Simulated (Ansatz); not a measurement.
Z-matrix (Å, degrees):
```
C
O 1 1.400
B 1 1.569 2 111.7
N 1 1.465 2 110.0 3 -114.5
H 1 1.099 2 111.9 3 127.6
H 2 0.964 1 107.1 3 163.8
F 3 1.326 1 119.2 2 147.7
H 3 1.199 1 122.2 2 -40.7
H 4 1.014 1 112.7 2 73.9
H 4 1.011 1 112.9 2 -160.9
```

Charge 0, multiplicity 1.

Task: List the PBE0/def2-TZVPP orbital energies in eV (Ansatz 0.2.0). (Estimate.)

Result: Computed: Occupied: -674.29, -522.72, -391.69, -279.91, -185.82, -33.94, -29.03, -25.01, -18.66, -15.66, -15.28, -14.24, -13.51, -13.08, -12.64, -12.23, -10.55, -9.35, -8.51, -7.28. Lowest empty: -0.61, 1.00, 1.61, 1.90, 2.39, 3.19, 3.47, 4.10.
